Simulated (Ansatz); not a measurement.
Hg₂Br₄⁻. The state is a doublet with charge -1. Geometry r2SCAN-D4/def2-SVPD.

```xyz
6

Hg    0.254    0.789   -0.354
Hg   -0.684   -2.134    0.955
Br    0.557   -1.644   -1.657
Br    1.266   -0.230    2.025
Br   -2.362    0.200    0.375
Br    0.970    3.019   -1.344
```

In the def2 sets Hg takes a core potential; there is no spin–orbit coupling. The structure comes from a short search, and lower isomers may exist.

Task: Estimate the α-spin orbital energies around the gap (eV) in Ansatz with LDA (SPW92)/def2-SVP, PBE-D4/def2-SVP, BLYP-D4/def2-SVP, r2SCAN-D4/def2-SVP, PBE0-D4/def2-SVP.

Result: 
```tsv
orbital	LDA (SPW92)/def2-SVP	PBE-D4/def2-SVP	BLYP-D4/def2-SVP	r2SCAN-D4/def2-SVP	PBE0-D4/def2-SVP
HOMO−9	-3.73	-3.54	-3.27	-3.93	-4.83
HOMO−8	-3.72	-3.52	-3.25	-3.91	-4.72
HOMO−7	-3.50	-3.33	-3.06	-3.74	-4.67
HOMO−6	-3.49	-3.33	-3.06	-3.74	-4.66
HOMO−5	-3.02	-2.86	-2.60	-3.27	-4.19
HOMO−4	-3.01	-2.86	-2.60	-3.27	-4.19
HOMO−3	-2.88	-2.72	-2.46	-3.13	-4.03
HOMO−2	-2.84	-2.68	-2.42	-3.08	-3.94
HOMO−1	-2.84	-2.68	-2.42	-3.07	-3.94
HOMO	-1.92	-1.73	-1.49	-2.20	-2.79
LUMO	0.19	0.50	0.69	0.48	1.20
LUMO+1	3.05	3.29	3.49	3.50	3.79
LUMO+2	3.05	3.30	3.50	3.50	3.80
LUMO+3	3.21	3.41	3.63	3.60	3.94
LUMO+4	4.01	4.33	4.51	4.61	5.02
LUMO+5	4.01	4.33	4.51	4.61	5.02
β HOMO	-2.79	-2.63	-2.38	-3.02	-3.86
β LUMO	-1.59	-1.29	-1.14	-1.33	-0.73
```
